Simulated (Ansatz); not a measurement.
Relaxation of BH7OSSi2 (12 atoms, charge 0, multiplicity 1), to a largest force component of 0.015 eV/Å in at most 40 steps.

The calculation used Ansatz, RKS PBE0-D4/6-31G.

```xyz
12
Properties=species:S:1:pos:R:3
O -2.368 0.779 -0.648
B -0.962 0.865 -0.613
S -0.104 2.516 -0.421
Si 0.142 -0.763 -0.732
Si -0.169 -1.723 -2.670
H -2.638 0.928 -1.622
H -0.060 2.405 1.000
H 1.557 -0.313 -0.636
H -0.157 -1.614 0.327
H 0.678 -2.906 -2.805
H 0.143 -0.777 -3.803
H -1.604 -2.127 -2.792
```

Question: Where does it end, and by what steps?

Answer: It converged. Limits of this set-up: no polarisation functions. After 13 steps the energy has fallen by 1.742 eV; H7 moved furthest, 0.98 Å.

```tsv
step	energy less start (eV)	largest force component (eV/Å)	accepted
0	0.0000	2.471	yes
1	-0.5985	2.199	yes
2	-0.7312	4.422	yes
3	-1.0704	2.888	yes
4	-1.3559	1.615	yes
5	-1.4910	1.137	yes
6	-1.6438	0.542	yes
7	-1.6999	0.242	yes
8	-1.7048	0.442	yes
9	-1.7283	0.223	yes
10	-1.7382	0.103	yes
11	-1.7414	0.037	yes
12	-1.7419	0.026	yes
13	-1.7420	0.012	yes
```

```xyz
12
Properties=species:S:1:pos:R:3
O -2.392 0.721 -1.089
B -1.119 0.892 -0.610
S -0.612 2.565 0.015
Si 0.100 -0.719 -0.659
Si -0.070 -1.802 -2.743
H -3.033 1.452 -1.092
H 0.680 2.286 0.369
H 1.531 -0.318 -0.394
H -0.291 -1.689 0.427
H 0.904 -2.946 -2.847
H 0.221 -0.835 -3.859
H -1.460 -2.340 -2.933
```

Whether the end is a true minimum wasn't checked by a vibrational analysis.

The run took 2.2 min on 1 thread of Arm Neoverse N1, with other jobs on the host, peak memory 0.18 GiB.
